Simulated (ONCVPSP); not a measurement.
Mn (Z = 25), ONCV: configuration errors across variants

ONCVPSP 4.0.1 input, shortened (lines: element, Z, core and valence counts, functional; n l f; lmax; l rc ep ncon nbas qcut; lloc lpopt rc5 dvloc0; l nproj debl; icmod fcfact rcfact), PBE, scalar-relativistic:

```
  Mn 25.00    3    3        4      upf
    1    0    2.00
    2    0    2.00
    2    1    6.00
    3    0    2.00
    3    1    6.00
    3    2    4.00
    2
    0    1.15    0.00    4    8   11.70
    1    0.80    0.00    4    9   11.50
    2    1.70    0.00    4    9    9.80
    4    5    0.55    0.00
    0    2    1.70
    1    2    3.20
    2    2    1.30
    3    3.50    1.30
```

In the s channel the program set the typed energies aside and used -4.477, 0.250 Ha. In the p channel the program set the typed energies aside and used -3.318, 0.250 Ha. In the d channel the program set the typed energies aside and used -1.514, 0.250 Ha.

All-electron excitation energies from the reference (eV): (1) 3s2 3p6 3d5 4s2 -56.534; (2) 3s2 3p6 3d5 4s1 -48.118; (3) 3s2 3p6 3d5 -32.519; (4) 3s2 3p6 3d5 4p2 -48.604.

1 further variants failed, have other tests or too few solved ones, and are left out.

A true bound ghost makes a file unfit for plane-wave use even where its test errors are small: the radial tests pick states by their node count and pass the ghost by.

Errors AE − PS in meV (a dash: test not solved or not reliable):

| change | (1) | (2) | (3) | (4) | bound ghosts | GHOST(+) flags above zero |
| --- | --- | --- | --- | --- | --- | --- |
| base | +41 | +59 | +87 | +64 | none | s |
| all radii but the core radius scaled by about 0.95 (s 1.10, p 0.76, d 1.62 bohr); local potential polynomial inside 0.52 bohr (lpopt 5, dvloc0 0 Ha) | +34 | +50 | +73 | +54 | none | s |
| core correction Teter function, fcfact 3.5, rcfact 1.26 | +41 | +59 | +87 | +64 | none | s |
| p: nbas 8 | +41 | +59 | +87 | +64 | none | s |
| p: qcut 9 | +41 | +59 | +87 | +64 | none | s |
| p: rc 0.64 | +41 | +59 | +87 | +64 | none | s, p |
| p: nproj 3 | +41 | +59 | +87 | +64 | p | s, p |
| local potential polynomial inside 0.55 bohr (lpopt 5, dvloc0 3 Ha) | +41 | +59 | +87 | +64 | none | s |

Question: Give the same row for: d: qcut 9.

Answer: +48, +71, +104, +77; bound ghosts: none; GHOST(+) flags above zero: s.
